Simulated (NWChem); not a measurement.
# C2H8BNO; SMILES CCOBN

```xyz
13

B      0.0209    -1.1519    -0.4379
H     -0.0292    -1.0435    -1.6480
O      0.3074    -0.0779     0.3511
C      0.5202     1.2062    -0.1781
C     -0.6368     2.1291     0.1406
H      1.4513     1.6035     0.2623
H      0.6761     1.1500    -1.2711
H     -0.8068     2.1750     1.2269
H     -0.4330     3.1486    -0.2215
H     -1.5646     1.7737    -0.3338
N     -0.2145    -2.3974     0.1598
H     -0.4220    -3.2282    -0.3731
H     -0.1816    -2.5335     1.1617
```
Atoms are numbered in this order, from 1.

Computed with NWChem. Geometry: optimised at PBE0/def2-SVP. Not confirmed as a minimum by frequencies. GIAO values for the isolated, static molecule; σ is the absolute isotropic shielding, δ = σ(reference) − σ with the isolated reference molecule computed at the same levels (11B: boron trifluoride, 13C: tetramethylsilane, 1H: tetramethylsilane, 17O: water).

Q: What does the run give for KT2/pcSseg-1? Quantities: δ B1 (ppm); δ H2 (ppm); δ O3 (ppm); δ C4 (ppm); δ C5 (ppm); δ H6 (ppm); δ H13 (ppm).

A: 
| Quantity | Value |
|---|---|
| δ B1 (ppm) | 13.3 |
| δ H2 (ppm) | 4.14 |
| δ O3 (ppm) | 148.3 |
| δ C4 (ppm) | 68.5 |
| δ C5 (ppm) | 20.7 |
| δ H6 (ppm) | 4.04 |
| δ H13 (ppm) | 2.65 |
